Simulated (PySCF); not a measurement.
First hyperpolarisability: 2-furylmethylsulfide, C5H6OS

Geometry:
```tsv
atom	x (Å)	y (Å)	z (Å)
C1	-2.522	-0.077	-0.058
S2	-1.432	1.360	0.000
C3	0.115	0.599	-0.286
C4	1.372	1.135	-0.369
C5	2.245	0.029	-0.620
C6	1.458	-1.079	-0.670
O7	0.159	-0.736	-0.467
H8	-3.534	0.314	0.116
H9	-2.269	-0.801	0.728
H10	-2.484	-0.566	-1.040
H11	1.637	2.184	-0.263
H12	3.325	0.062	-0.747
H13	1.651	-2.135	-0.832
```

Method used: PySCF, quadratic response CAM-B3LYP/def2-TZVPD first hyperpolarisability, Taylor convention, gas phase. Geometry: PBE0-D3(BJ)/def2-SVP.

**Question.** What is the first hyperpolarisability, and how does it disperse?

**Answer.** In au, Taylor convention; the vector part is βᵢ = ⅓ Σⱼ (βᵢⱼⱼ + βⱼᵢⱼ + βⱼⱼᵢ); β∥ is 3/5 of the vector part along the dipole, the dipole points from − to +:
| process | λ (nm) | β vector norm | β∥ | β HRS | depolarisation ratio |
| --- | --- | --- | --- | --- | --- |
| static β(0;0,0) | ∞ | 161.8 | 5.6 | 62.9 | 6.37 |
| second harmonic β(−2ω;ω,ω) | 1907 | 176.4 | 3.5 | 68.7 | 6.37 |
| Pockels β(−ω;ω,0) | 1907 | 166.4 | 5.0 | – | – |
| second harmonic β(−2ω;ω,ω) | 1064 | 217.3 | -2.8 | 84.8 | 6.35 |
| Pockels β(−ω;ω,0) | 1064 | 177.5 | 3.4 | – | – |

**Question.** Which lowest excitations, dipole and polarisabilities go with it?

**Answer.** S1 4.70 eV (f = 0.001); S2 5.30 eV (f = 0.010); S3 5.35 eV (f = 0.308); dipole 1.03 D; isotropic α 84.4 au static, 84.7 au at 1907 nm, 85.5 au at 1064 nm, 85.7 au at 953.5 nm, 89.0 au at 532 nm.
